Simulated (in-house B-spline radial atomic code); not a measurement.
# Sb3+: [Ar] (3d3/2)4 (3d5/2)5 4s2 4p6 4d10 5s2 (5f5/2)1 (an excited or competing configuration)

Method: Dirac-Hartree-Fock, average of the jj configuration, Fermi nucleus of rms radius 4.6802 fm. Calculated with a radial B-spline atomic code at the basis-set limit.

Z_r = [3n² - l(l+1)]/(2<r>); Z_e = n√(-2ε); the last column is Slater's effective charge. Values are occupation-weighted means over j. An effective charge above Z reflects the relativistic contraction of the inner shells.

```json
{"shell": "1s", "electrons": "2", "ε (eV)": "-30752", "<r> (bohr)": "0.02842", "Z_r": "52.79", "Z_e": "47.54", "Slater": "50.70"}
{"shell": "2s", "electrons": "2", "ε (eV)": "-4844.3", "<r> (bohr)": "0.122", "Z_r": "49.19", "Z_e": "37.74", "Slater": "46.85"}
{"shell": "2p", "electrons": "6", "ε (eV)": "-4355.6", "<r> (bohr)": "0.1069", "Z_r": "46.76", "Z_e": "35.78", "Slater": "46.85"}
{"shell": "3s", "electrons": "2", "ε (eV)": "-1042.6", "<r> (bohr)": "0.3265", "Z_r": "41.34", "Z_e": "26.26", "Slater": "39.75"}
{"shell": "3p", "electrons": "6", "ε (eV)": "-877.97", "<r> (bohr)": "0.3246", "Z_r": "38.51", "Z_e": "24.10", "Slater": "39.75"}
{"shell": "3d", "electrons": "9", "ε (eV)": "-630.82", "<r> (bohr)": "0.3022", "Z_r": "34.74", "Z_e": "20.43", "Slater": "30.20"}
{"shell": "4s", "electrons": "2", "ε (eV)": "-225.77", "<r> (bohr)": "0.7771", "Z_r": "30.89", "Z_e": "16.29", "Slater": "24.10"}
{"shell": "4p", "electrons": "6", "ε (eV)": "-171.72", "<r> (bohr)": "0.8325", "Z_r": "27.63", "Z_e": "14.21", "Slater": "24.10"}
{"shell": "4d", "electrons": "10", "ε (eV)": "-89.858", "<r> (bohr)": "0.9627", "Z_r": "21.81", "Z_e": "10.28", "Slater": "12.85"}
{"shell": "5s", "electrons": "2", "ε (eV)": "-50.138", "<r> (bohr)": "1.944", "Z_r": "19.29", "Z_e": "9.60", "Slater": "8.35"}
{"shell": "5f", "electrons": "1", "ε (eV)": "-10.064", "<r> (bohr)": "6.157", "Z_r": "5.12", "Z_e": "4.30", "Slater": "4.00"}
```

The least bound orbital is 5f5/2 at -10.06 eV, and it is also the most diffuse (<r> = 6.157 bohr). The part-filled 3d shell lies below the filled 5s shell in orbital energy.

For the 1s electron the small component carries 3.52 % of the norm, the zero-frequency Breit interaction raises the level by 72.31 eV, self-energy by 41.04 eV, and vacuum polarisation lowers it by 5.488 eV.
